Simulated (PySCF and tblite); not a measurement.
Values are calculated unless marked as measured or tabulated.
Molecule: C5H12Ge, numbered as in [CH3:1][C@H:2]1[CH2:3][CH2:4][GeH2:5][CH2:6]1; H named by carrier, a and b as here (phase angle P 73°, Å):

```
C1       1.629   -0.035    0.737
C2       0.921   -0.111   -0.612
C3      -0.093   -1.271   -0.614
C4      -1.451   -0.885    0.003
Ge5     -1.414    1.082    0.229
C6       0.195    1.202   -0.905
H1a      2.179   -0.953    0.935
H1b      0.901    0.111    1.534
H1c      2.332    0.795    0.758
H2       1.673   -0.306   -1.385
H3a     -0.256   -1.571   -1.652
H3b      0.338   -2.127   -0.094
H4a     -1.603   -1.400    0.951
H4b     -2.267   -1.191   -0.650
H5a     -2.629    1.800   -0.300
H5b     -1.249    1.562    1.646
H6a      0.846    2.055   -0.729
H6b     -0.113    1.233   -1.952
```

The ring 2–3–4–5–6 is held at Altona–Sundaralingam phase angles P (ν_j = ν_max cos(P + 144°(j − 2)), ν_j about the bond from ring atom j to j + 1, counted from 0) and the rest relaxed at GFN2-xTB. Energies: CAM-B3LYP/pcSseg-1 + D3(BJ), IEF-PCM chloroform. Couplings: B3LYP/pcseg-1 with H pcJ-1, gas phase, for ¹H. (tblite 0.8, PySCF 2.14.)

One held structure gave ³J(H3a,H4a) = 16.3, ³J(H3b,H4b) = 1.9, ³J(H2,H6a) = 2.1, ³J(H2,H3b) = 0.9, ³J(H2,H3a) = 8.8, ³J(H3a,H4b) = 6.7, ³J(H5b,H6b) = -0.4, ³J(H4a,H5a) = 5.6 Hz.

(1) At which phase angle P was it held?
A. 216°
B. 288°
C. 360°
D. 144°
E. 73°

Spin–orbit effects of heavy atoms are missing.

## Answers

(1) D. It lies 3.07 kcal/mol above the lowest point.
